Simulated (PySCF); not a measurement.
C4H5NSi, SMILES N#CC1=CC[SiH2]1.

Geometry: B3LYP-D3(BJ)/def2-SVP. This is a generated structure with no PubChem entry under its InChIKey; it may be hypothetical.

These are HF/def2-TZVP in PySCF values and carry that method's errors.

Symmetry labels are those of the subgroup Cs that the program uses (full group Cs).

Computed valence orbital energies around the gap with their symmetry:
| orbital | symmetry | energy (eV) |
|---|---|---|
| HOMO−7 | A' | -16.02 |
| HOMO−6 | A' | -15.23 |
| HOMO−5 | A" | -13.93 |
| HOMO−4 | A' | -13.85 |
| HOMO−3 | A" | -13.44 |
| HOMO−2 | A' | -12.23 |
| HOMO−1 | A' | -11.79 |
| HOMO | A" | -10.37 |
| LUMO | A" | 2.18 |
| LUMO+1 | A' | 2.47 |
| LUMO+2 | A' | 3.22 |
| LUMO+3 | A' | 4.08 |
